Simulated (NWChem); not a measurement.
Species: diphosphane (P2H4); SMILES PP

Computed with NWChem. Structure relaxed at the B3LYP/6-31G* (spherical d) level. Level PBE/def2-SVP: single points from the atomic guess with DIIS by default; each run changes one setting, and all converged runs end within 0.3 mHa of each other.

### Question
Which setting needs the most SCF iterations, or fails (level shift of 0.5 Ha throughout; occupation smearing of 0.005 Ha; defaults; no level shifting; DIIS on 3 Fock matrices)?

### Answer
level shift of 0.5 Ha throughout, with 10 against 6 for the defaults.
```
setting                           SCF iterations
--------------------------------  --------------
defaults                                       6
DIIS on 3 Fock matrices                        7
occupation smearing of 0.005 Ha                6
level shift of 0.5 Ha throughout              10
no level shifting                              6
```
